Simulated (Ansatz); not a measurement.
One geometry of Sn(CF3)H3 (CH3F3Sn), several levels of theory.

```yaml
crystal:
  periodic: [false, false, false]
  atoms:
    - {symbol: Sn, position_ang: [-0.002621, 0.003437, -1.097357]}
    - {symbol: C, position_ang: [0.002707, -0.003469, 1.104701]}
    - {symbol: F, position_ang: [-1.239608, 0.057547, 1.603119]}
    - {symbol: F, position_ang: [0.679548, 1.040432, 1.602396]}
    - {symbol: F, position_ang: [0.571131, -1.113078, 1.595834]}
    - {symbol: H, position_ang: [1.624169, -0.075793, -1.606581]}
    - {symbol: H, position_ang: [-0.747632, 1.455203, -1.596761]}
    - {symbol: H, position_ang: [-0.887694, -1.364290, -1.605351]}
basis:
  gaussian: {orbitals: def2-TZVP, initial_orbitals: start.molden}
hamiltonian: {xc: {name: B2PLYP}}
scf: {omitted_lower_state_checks: [starts]}
```

The file start.molden holds the orbitals of an earlier run on this structure, at another level or in another basis.

```sh
$ ansatz run in.yaml --threads 4 --pin off --events-out ev --progress --plain --max-ram 3916MiB
```

Output, abridged:

```
Functional definition: B2PLYP
  name "B2PLYP"
  cite "Grimme, J. Chem. Phys. 124, 034108 (2006) doi:10.1063/1.2148954"
  cite "Becke, Phys. Rev. A 38, 3098 (1988) doi:10.1103/PhysRevA.38.3098"
  cite "Lee, Yang & Parr, Phys. Rev. B 37, 785 (1988) doi:10.1103/PhysRevB.37.785"
  parameter a = 0.53
  parameter c = 0.27
  exchange = (1 - a)*b88_x + a*exact_x
  correlation = (1 - c)*lyp_c + c*(mp2_os + mp2_ss)
these checks for a lower state are left out or cut short: starts
1464 factors; integrals over basis functions are off by at most 8.7e-4 eV
mean field evaluation 1: about -15049.1865 eV, gradient 9.8e0 eV
mean field evaluation 2: about -15049.3386 eV, gradient 2.0e-1 eV
mean field evaluation 4: about -15049.4586 eV, gradient 8.9e-4 eV
mean field evaluation 8: about -15049.4586 eV, gradient 1.1e-6 eV
mean field -15049.45857360 eV, -553.0574016902 hartree, gradient 1.1e-6 eV, S^2 0.000000; 0 other end points of the search recorded, 0 dependent functions left out
8 core orbitals not correlated: weight in the atoms' cores, before any rotation towards them, 1.000 or more for the frozen orbitals, at most 0.000 for the correlated occupied ones
reference -15049.45873565 eV, -553.0574076456 hartree; 21, 21 occupied and 163, 163 virtual orbitals, 1464 factors
second order -39.71293074 eV of doubles, -0.00000000 eV of singles
Total energy: -15060.18122695 eV, -553.4514519329 hartree
Checks for a lower state left out: starts
```

Hardware: 4 threads of AMD EPYC 7B13 on a shared host. Wall time 3.2 s.

First input, but with `correlation: {method: ccsd_t}`, `output: {orbitals: {seedname: orbitals}}` and without the key `hamiltonian` (abridged; 77 s):

```
Functional definition: HF
mean field -15004.30638909 eV, -551.3980895149 hartree, gradient 3.7e-6 eV, S^2 0.000000
8 core orbitals not correlated: weight in the atoms' cores, before any rotation towards them, 1.000 or more for the frozen orbitals, at most 0.000 for the correlated occupied ones
second order -33.37937199 eV of doubles, -0.00000000 eV of singles
cycle   1  -32.86966355 eV  change    5.1e-1 eV  update   1.3e-1
cycle   2  -33.63875808 eV  change   -7.7e-1 eV  update   3.7e-2
cycle   3  -33.78953170 eV  change   -1.5e-1 eV  update   2.0e-2
cycle   4  -33.76642152 eV  change    2.3e-2 eV  update   4.5e-3
cycle   5  -33.76162943 eV  change    4.8e-3 eV  update   1.9e-3
cycle   6  -33.76262942 eV  change   -1.0e-3 eV  update   5.4e-4
cycle   7  -33.76254906 eV  change    8.0e-5 eV  update   2.3e-4
cycle   8  -33.76238732 eV  change    1.6e-4 eV  update   6.4e-5
cycle   9  -33.76241501 eV  change   -2.8e-5 eV  update   2.4e-5
cycle  10  -33.76244498 eV  change   -3.0e-5 eV  update   7.9e-6
perturbative correction -1.03312726 eV, -0.0379667266 hartree
Total energy: -15039.10196133 eV, -552.6768032095 hartree
Checks for a lower state left out: starts
```

The first input with `hamiltonian: {xc: hse06, dispersion: d4}`, `output: {orbitals: {seedname: orbitals}}` (abridged; 2 s):

```
Functional definition: HSE06
mean field -15062.01702478 eV, -553.5189162589 hartree, gradient 1.1e-5 eV, S^2 0.000000
Total energy: -15062.13421671 eV, -553.5232229827 hartree
Checks for a lower state left out: starts
```

First input, but with `hamiltonian: {xc: pbe, dispersion: d4}`, `output: {orbitals: {seedname: orbitals}}` (abridged; 1.2 s):

```
Functional definition: PBE
mean field -15062.16598649 eV, -553.5243905009 hartree, gradient 1.7e-5 eV, S^2 0.000000
Total energy: -15062.31517380 eV, -553.5298730334 hartree
Checks for a lower state left out: starts
```

As the first input, with `hamiltonian: {xc: pbe0, dispersion: d4}`, `output: {orbitals: {seedname: orbitals}}` (abridged; 1.7 s):

```
Functional definition: PBE0
mean field -15062.44581038 eV, -553.5346738390 hartree, gradient 1.0e-5 eV, S^2 0.000000
Total energy: -15062.57123797 eV, -553.5392832178 hartree
Checks for a lower state left out: starts
```

As the first input, with `hamiltonian: {xc: {name: CAM-B3LYP}, dispersion: d4}`, `output: {orbitals: {seedname: orbitals}}` (abridged; 2 s):

```
Functional definition: CAM-B3LYP
mean field -15068.57982329 eV, -553.7600946557 hartree, gradient 1.9e-5 eV, S^2 0.000000
Total energy: -15068.70748230 eV, -553.7647860376 hartree
Checks for a lower state left out: starts
```

As the first input, with `hamiltonian: {xc: hf}`, `output: {forces: true, orbitals: {seedname: orbitals}}` (abridged; 2 s):

```
Functional definition: HF
mean field -15004.30619100 eV, -551.3980822352 hartree, gradient 2.0e-5 eV, S^2 0.000000
Total energy: -15004.30619100 eV, -551.3980822352 hartree
Atom 0 force     0.001312     0.000785    -0.226681 eV/Å
Atom 1 force    -0.000204    -0.000866     0.219823 eV/Å
Atom 2 force     0.845708    -0.042353    -0.050279 eV/Å
Atom 3 force    -0.460786    -0.713309    -0.052581 eV/Å
Atom 4 force    -0.386610     0.756237    -0.047920 eV/Å
Atom 5 force    -0.107348     0.005098     0.051980 eV/Å
Atom 6 force     0.049297    -0.096068     0.052479 eV/Å
Atom 7 force     0.058631     0.090477     0.053179 eV/Å
Dipole moment:    -0.001427     0.001749    -0.559995 e Å
Checks for a lower state left out: starts
```

Geometry: PBE0-D4/def2-SVP.

In the def2 sets Sn takes a core potential; there is no spin–orbit coupling. HSE06 is defined as in plane-wave codes, on full-range PBE exchange. Correlated methods freeze 8 core orbitals; core or outer-core shells of Sn are correlated, in sets that lack core-valence functions.
